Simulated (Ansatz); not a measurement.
CHN (SMILES C#N), charge 0, multiplicity 1, relaxed at each level with Ansatz (an electronic-structure program); harmonic frequencies from differences of analytic forces, average atomic masses, frozen cores.

Q: Give the equilibrium geometry, the harmonic frequencies and the zero-point energy at PBE0/def2-TZVPP.

A: 
(charge 0, multiplicity 1):
```
atom   x (Å)   y (Å)    z (Å)
----  ------  ------  -------
C     0.0000  0.0000  -0.4962
N     0.0000  0.0000   0.6494
H     0.0000  0.0000  -1.5644
```
Frequencies (cm⁻¹): 777, 777, 2222, 3456. Zero-point energy 10.34 kcal/mol.

Q: Give the equilibrium geometry, the harmonic frequencies and the zero-point energy at CCSD(T)/cc-pVQZ.

A: 
(charge 0, multiplicity 1):
```xyz
3

C      0.00000     0.00000    -0.50028
N      0.00000     0.00000     0.65616
H      0.00000     0.00000    -1.56711
```
Frequencies (cm⁻¹): 722, 722, 2123, 3435. Zero-point energy 10.01 kcal/mol.
